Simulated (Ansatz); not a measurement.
Input and output for Si25PH36.

```yaml
crystal:
  periodic: [false, false, false]
  atoms:
    - {symbol: P, position_ang: [-0.057670, 0.057654, 0.099545]}
    - {symbol: Si, position_ang: [-4.459083, -1.731091, 1.738813]}
    - {symbol: Si, position_ang: [-4.118376, 1.307085, -0.852082]}
    - {symbol: Si, position_ang: [-1.723801, -4.480754, 1.722702]}
    - {symbol: Si, position_ang: [1.313197, -4.040427, -0.792781]}
    - {symbol: Si, position_ang: [1.225330, -1.224580, -3.432916]}
    - {symbol: Si, position_ang: [-1.596350, -1.562630, -0.790707]}
    - {symbol: Si, position_ang: [-1.262706, 1.260951, 1.617819]}
    - {symbol: Si, position_ang: [1.131696, -1.130762, 1.644253]}
    - {symbol: Si, position_ang: [1.561934, 1.597216, -0.790208]}
    - {symbol: Si, position_ang: [-1.309094, 4.117693, -0.850645]}
    - {symbol: Si, position_ang: [1.728904, 4.458195, 1.740743]}
    - {symbol: Si, position_ang: [4.041507, -1.310887, -0.793615]}
    - {symbol: Si, position_ang: [4.481261, 1.725735, 1.721886]}
    - {symbol: Si, position_ang: [-3.013483, -3.022396, 0.396967]}
    - {symbol: Si, position_ang: [-2.933289, -0.225426, -2.186894]}
    - {symbol: Si, position_ang: [-5.514868, 0.020571, 0.552629]}
    - {symbol: Si, position_ang: [-2.679684, 2.677703, 0.411767]}
    - {symbol: Si, position_ang: [-0.078942, -2.723060, -2.158416]}
    - {symbol: Si, position_ang: [-0.022231, -5.523484, 0.462465]}
    - {symbol: Si, position_ang: [2.597297, -2.595196, 0.550495]}
    - {symbol: Si, position_ang: [0.224301, 2.934203, -2.185916]}
    - {symbol: Si, position_ang: [2.722930, 0.080772, -2.158535]}
    - {symbol: Si, position_ang: [3.021227, 3.014853, 0.397466]}
    - {symbol: Si, position_ang: [-0.023662, 5.513666, 0.555597]}
    - {symbol: Si, position_ang: [5.524628, 0.025259, 0.460715]}
    - {symbol: H, position_ang: [-5.546632, -2.615424, 2.301499]}
    - {symbol: H, position_ang: [-3.683042, -1.174518, 2.903937]}
    - {symbol: H, position_ang: [-5.001093, 2.195827, -1.699355]}
    - {symbol: H, position_ang: [-2.609524, -5.559143, 2.299607]}
    - {symbol: H, position_ang: [-1.124171, -3.719172, 2.875647]}
    - {symbol: H, position_ang: [2.266515, -4.849844, -1.643292]}
    - {symbol: H, position_ang: [2.049624, -2.048270, -4.394892]}
    - {symbol: H, position_ang: [0.328229, -0.328186, -4.250213]}
    - {symbol: H, position_ang: [-2.000502, 0.266097, 2.471899]}
    - {symbol: H, position_ang: [-0.269071, 1.999013, 2.473096]}
    - {symbol: H, position_ang: [0.118667, -1.848839, 2.494589]}
    - {symbol: H, position_ang: [1.848460, -0.117092, 2.494917]}
    - {symbol: H, position_ang: [-2.197881, 5.000739, -1.697536]}
    - {symbol: H, position_ang: [1.173008, 3.680508, 2.905096]}
    - {symbol: H, position_ang: [2.612286, 5.545961, 2.304511]}
    - {symbol: H, position_ang: [4.850657, -2.264085, -1.644519]}
    - {symbol: H, position_ang: [3.720579, 1.124942, 2.874836]}
    - {symbol: H, position_ang: [5.559208, 2.611975, 2.298809]}
    - {symbol: H, position_ang: [-3.858727, -3.860872, -0.541123]}
    - {symbol: H, position_ang: [-3.933353, -1.104796, -2.898318]}
    - {symbol: H, position_ang: [-2.102659, 0.479382, -3.226892]}
    - {symbol: H, position_ang: [-6.554911, -0.620260, -0.336781]}
    - {symbol: H, position_ang: [-6.238882, 0.918577, 1.528206]}
    - {symbol: H, position_ang: [-3.493474, 3.490669, 1.392597]}
    - {symbol: H, position_ang: [-0.835668, -3.629349, -3.102389]}
    - {symbol: H, position_ang: [-0.696791, -6.455575, -0.515592]}
    - {symbol: H, position_ang: [0.848273, -6.359936, 1.369619]}
    - {symbol: H, position_ang: [3.367643, -3.364978, 1.598339]}
    - {symbol: H, position_ang: [-0.479734, 2.103799, -3.226619]}
    - {symbol: H, position_ang: [1.103266, 3.935235, -2.896485]}
    - {symbol: H, position_ang: [3.628468, 0.838361, -3.102544]}
    - {symbol: H, position_ang: [3.858405, 3.861505, -0.540515]}
    - {symbol: H, position_ang: [-0.922302, 6.235870, 1.531914]}
    - {symbol: H, position_ang: [0.616330, 6.555188, -0.332659]}
    - {symbol: H, position_ang: [6.362231, -0.844723, 1.367307]}
    - {symbol: H, position_ang: [6.455627, 0.700581, -0.517846]}
basis:
  gaussian: {orbitals: 6-31G, fitting: {mean_field: def2-universal-jkfit}}
magnetization: {spin_polarized: true, initial_magnetization: 1}
hamiltonian: {xc: {name: B97M-V}}
scf: {lower_state_search: full}
```

```sh
$ ansatz run in.yaml --threads 4 --pin off --events-out ev --progress --plain --max-ram 46080MiB --backend cuda --devices 0, --max-vram 37GiB
```

Shortened log:

```
Functional definition: B97M-V
3976 factors; integrals over basis functions are off by at most 7.3e-2 eV
mean field evaluation 1: about -206743.8748 eV, gradient 1.4e1 eV
mean field evaluation 2: about -206743.9631 eV, gradient 1.4e1 eV
mean field evaluation 4: about -206745.8157 eV, gradient 6.7e0 eV
mean field evaluation 8: about -206746.1851 eV, gradient 4.3e-1 eV
mean field evaluation 16: about -206746.1868 eV, gradient 7.8e-4 eV
mean field evaluation 32: about -206245.8050 eV, gradient 2.1e2 eV
mean field evaluation 64: about -206746.1852 eV, gradient 4.0e-1 eV
mean field evaluation 96: about -206746.1868 eV, gradient 7.3e-4 eV
mean field evaluation 128: about -206290.8328 eV, gradient 2.0e2 eV
mean field evaluation 160: about -206746.1867 eV, gradient 1.0e-1 eV
mean field -206746.18679360 eV, -7597.7822270662 hartree, gradient 5.8e-5 eV, S^2 0.753928; 6 other end points of the search recorded, 0 dependent functions left out
reference -206746.18695772 eV, -7597.7822330973 hartree; 201, 200 occupied and 209, 210 virtual orbitals, 3976 factors
Total energy: -206746.18695772 eV, -7597.7822330973 hartree
```

Hardware: 4 threads of AMD EPYC 7R13 on a shared host and a share (37 GiB) of an NVIDIA H100 80GB HBM3. Wall time 43 s, peak host memory 2.2 GiB.
